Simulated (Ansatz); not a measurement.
Cost and result for the atomization energy of C₂H₉NOSi (`CC(O)N[SiH3]`) (14 atoms, 13 bonds).

Z-matrix (Å, degrees):
```
C
C 1 1.511
H 1 1.091 2 110.4
H 1 1.090 2 110.2 3 121.0
H 1 1.093 2 109.6 3 -119.1
O 2 1.418 1 106.2 3 55.3
N 2 1.435 1 112.1 3 179.2
H 2 1.101 1 109.4 3 -62.6
H 6 0.961 2 107.9 1 175.5
Si 7 1.718 2 124.9 1 145.7
H 7 1.009 2 113.3 1 -52.4
H 10 1.495 7 114.3 2 65.2
H 10 1.484 7 107.3 2 -174.8
H 10 1.487 7 109.5 2 -54.4
```

Charge 0, multiplicity 1. All single points use the PBE0-D4/def2-TZVP geometry. It is one conformer, not always the lowest. Program: Ansatz. All runs use 4 threads of an Arm Neoverse V1 on a shared host. Times are those of one run each, without the atoms' runs, and a repeat can differ threefold. Electronic energies, without spin–orbit coupling; frozen cores. CCSD(T)/CBS adds CCSD(T) − MP2 in def2-TZVPP to the MP2 limit, and its time is that of the two runs behind it. T1 = 0.011. B3LYP takes the VWN-RPA correlation (the form of Gaussian; ORCA's B3LYP/G).

CCSD(T)/CBS is a level of theory with its own doubt, some kJ/mol a heavy atom from the limit and from the frozen cores, so smaller differences don't rank the functionals.

```csv
level,functions,wall time
PBE-D4/def2-TZVPP (with forces),292,3.1 s
PBE0-D4/def2-TZVPP,292,3.5 s
r2SCAN-D4/def2-TZVPP (with forces),292,6 s
B3LYP-D4/def2-TZVPP (with forces),292,6 s
B2PLYP/def2-TZVPP,292,6.5 s
ωB97X-V/def2-TZVPP,292,9.5 s
ωB97M-V/def2-TZVPP (with forces),292,14 s
MP2/def2-QZVPP,568,33 s
CCSD(T)/def2-TZVPP,292,4.7 min
CCSD(T)/CBS(def2),–,5.2 min
```

Question: What atomization energy does each give, and how far from CCSD(T)/CBS? (Estimate.)

Answer: Ansatz gave: 
| level | atomization (kcal/mol) | difference from CCSD(T)/CBS | per bond |
| --- | --- | --- | --- |
| PBE-D4/def2-TZVPP (with forces) | 1222.7 | 15.0 | 1.2 |
| PBE0-D4/def2-TZVPP | 1203.7 | -4.0 | -0.3 |
| r2SCAN-D4/def2-TZVPP (with forces) | 1204.0 | -3.7 | -0.3 |
| B3LYP-D4/def2-TZVPP (with forces) | 1207.6 | -0.1 | 0.0 |
| B2PLYP/def2-TZVPP | 1193.1 | -14.6 | -1.1 |
| ωB97X-V/def2-TZVPP | 1211.4 | 3.7 | 0.3 |
| ωB97M-V/def2-TZVPP (with forces) | 1210.5 | 2.8 | 0.2 |
| MP2/def2-QZVPP | 1205.8 | -1.9 | -0.1 |
| CCSD(T)/def2-TZVPP | 1175.4 | -32.3 | -2.5 |
| CCSD(T)/CBS(def2) | 1207.7 | 0.0 | 0.0 |

From PBE to PBE0 (25 % exact exchange), in def2-TZVPP and without D4, the atomization energy moves by −18.0 kcal/mol: exact exchange takes away binding that semilocal exchange gives to molecules. In def2-TZVPP, CCSD(T) changes the Hartree–Fock value by +306.3 kcal/mol (the triples alone add +15.6 kcal/mol) and MP2 by +317.5 kcal/mol; breaking electron pairs costs correlation energy, which Hartree–Fock lacks. The D4 term adds +10.1 kcal/mol with B3LYP and +5.3 kcal/mol with PBE0; it sums over pairs of atoms, weighted by their polarisabilities, and B3LYP, whose exchange is more repulsive, gets the larger term.
